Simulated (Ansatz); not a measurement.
As₂, charge -1, doublet (typed; the unrestricted solution is spin-contaminated), at a GFN2-xTB geometry (a state made from the parent by changing its charge; the spin is typed, not shown lowest) (a gas-phase anion, which may not be bound at this level). Base run: Ansatz (a first-principles code) with HF/def2-TZVP.

Ansatz was given this input:
Ansatz 0.2 input:
```yaml
crystal:
  periodic: [false, false, false]
  atoms:
    - {symbol: As, position_ang: [-0.00000000, -0.00000000, -1.07788890]}
    - {symbol: As, position_ang: [0.00000000, 0.00000000, 1.07788890]}
basis:
  gaussian:
    orbitals: def2-TZVP
hamiltonian:
  xc: hf
total_charge: -1
magnetization: {spin_polarized: true, initial_magnetization: 1}
```

The base run was repeated with changes; each row names its change, and settings that it needs were set with it.

```csv
change,basis functions,E (Eh),core-seconds (rough)
base,96,-4468.42383,9
basis = STO-3G,36,-4418.40177,2
basis = pcseg-0,44,-4462.78913,2
basis = 3-21G,46,-4446.88886,2
basis = pcseg-1,54,-4467.84250,4
basis = 6-31G,58,-4467.72325,4
basis = def2-SVP,64,-4467.86101,6
basis = def2-SV(P),64,-4467.86101,4
basis = 6-31G*,70,-4467.84236,5
basis = aug-cc-pVDZ,72,-4468.37902,10
basis = cc-pVTZ,86,-4468.51467,10
basis = pc-2,86,-4468.46792,6
basis = cc-pVQZ,136,-4468.52361,20
```

Totals compare only among sets that treat the same electrons; sets with core potentials leave the core out.

A gas-phase anion may not be bound at this level; its values then depend on the basis.
